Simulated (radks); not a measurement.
The numbers below are computed, except where a source is named.
Fractional charge and spin in the 6s shell of gadolinium: the spin-up occupation runs from 0 to 1 and the spin-down occupation from 0 to 1; the fullest corner is Gd, [Xe] 4f(up 3.5, down 3.5) 5d(up 0.5, down 0.5) 6s(up 1, down 1). Level of theory: scalar-relativistic Kohn-Sham, PBE, spin-polarised, spherical densities, point nucleus (a radial shooting solver on a logarithmic mesh with Libxc functionals). Energy (eV) above the fullest corner. The planes named below are the two flat planes that join the four corners, with an edge along up + down = one added electron.

\begin{tabular}{lrrrrr}
down \ up & 0 & 0.25 & 0.5 & 0.75 & 1 \\ \hline
0 & 18.745 & 15.163 & 11.928 & 9.031 & 6.465 \\
0.25 & 15.163 & 11.975 & 9.124 & 6.599 & 4.397 \\
0.5 & 11.928 & 9.124 & 6.645 & 4.485 & 2.636 \\
0.75 & 9.031 & 6.599 & 4.485 & 2.678 & 1.173 \\
1 & 6.465 & 4.397 & 2.636 & 1.173 & 0.000 \\
\end{tabular}

Corners above the fullest one (they belong to Gd+ and the next ion): (up 1, down 0) 6.465 eV, (up 0, down 1) 6.465 eV, (up 0, down 0) 18.745 eV. With half an added electron in each spin the energy lies 0.181 eV from the planes, and with half an added electron in spin up alone -0.677 eV. The planes are only a guide here: the flat-plane condition holds for ground states with one frontier orbital, while this shell lies below other occupied shells, so the corners above the fullest one are inner-hole states and not the ground states of those ions.
